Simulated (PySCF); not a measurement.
Compound: C10H10 (charge +1 and doublet state).
Z-matrix (Å and degrees, PBE0-D3(BJ)/def2-SVP geometry), rows numbered from 1:
```
C 
C   1  1.3949
C   2  1.4471  1  117.88
C   3  1.3540  2  124.02  1   153.49
C   2  1.4481  1  120.22  3  -178.59
C   5  1.4229  2  120.17  1   146.18
C   6  1.3831  5  120.44  2   179.47
C   7  1.4003  6  119.74  5    -0.12
C   8  1.4051  7  120.68  6     0.78
C   9  1.3804  8  120.00  7     0.35
H   1  1.0936  2  120.48  3     4.41
H   1  1.0923  2  121.91  3  -177.13
H   3  1.0950  2  116.82  1   -20.99
H   4  1.0940  3  121.96  2    -1.51
H   4  1.0933  3  120.67  2  -178.17
H   6  1.0916  5  119.43  2    -4.47
H   7  1.0917  6  120.13  5   178.33
H   8  1.0928  7  119.72  6   179.61
H   9  1.0917  8  119.94  7  -179.54
H  10  1.0917  5  120.10  2    -2.12
```

The hyperfine couplings belong to this conformer and change with its torsions.

Identity: `C=C([CH][CH2+])c1ccccc1` [radical] (charge +1).

The calculation used UKS B3LYP, IGLO-III on C, pcH-1 on H, non-relativistic, mean-field spin-orbit, GIAO in PySCF 2.14.0. One conformer (not necessarily the lowest) at the PBE0-D3(BJ)/def2-SVP geometry, without solvent, vibrations or thermal averaging. The frame is twisted about the C2–C5 bond at this geometry (dihedral C3–C2–C5–C6 = -32°); couplings at other torsion angles weren't computed. No stability test was run, so a lower SCF solution isn't excluded.

(1) The isotropic 13C couplings, averaged over equivalent nuclei, are +41.0, -17.8, +12.5, +9.0, -6.9, +5.1, -2.6, +1.7 MHz. Assign them to C1; C2; C3; C4; C5; C6/C10; C7/C9; C8.

## Answers

(1) 
```csv
site,a_iso (MHz),ρ(0) (bohr⁻³),position,distance from C1 (Å),spin population,largest |T| (MHz)
C1,+41.0,+0.0365,largest spin population,0.00,+0.56,88.3
C2,-17.8,-0.0158,1 bond from C1,1.39,-0.03,3.2
C3,-2.6,-0.0023,2 bonds from C1,2.43,+0.01,3.4
C4,+9.0,+0.0080,3 bonds from C1,3.66,+0.17,26.2
C5,+5.1,+0.0045,2 bonds from C1,2.46,+0.14,21.4
C6/C10,+1.7,+0.0015,3 bonds from C1,3.33,+0.06,11.1
C7/C9,-6.9,-0.0061,4 bonds from C1,4.59,-0.03,3.4
C8,+12.5,+0.0111,5 bonds from C1,5.10,+0.18,27.4
```

ρ(0) is the spin density at the nucleus and T the dipolar tensor; entries for several nuclei are means. The largest Mulliken spin populations are on C1 (+0.56), C8 (+0.18), C4 (+0.17) and C5 (+0.14). Three atoms exceed +0.15. The angles at C1 add up to 360.0°, so it is planar.

Nuclei that the bonding pattern makes equivalent are averaged, as if the motion that swaps them (rotation, inversion, ring flip) were fast. H14 and H15 aren't averaged: C4 is flat or nearly so (angle sum 360°), and its turn about the short C4–C3 bond (1.35 Å) is taken as slow.

The SMILES `C=C([CH][CH2+])c1ccccc1` draws the unpaired electron on C3, whose computed spin population is only +0.01.

Time: 3.5 min. Hardware: one thread, Arm Neoverse V1, no GPU, on a shared host.
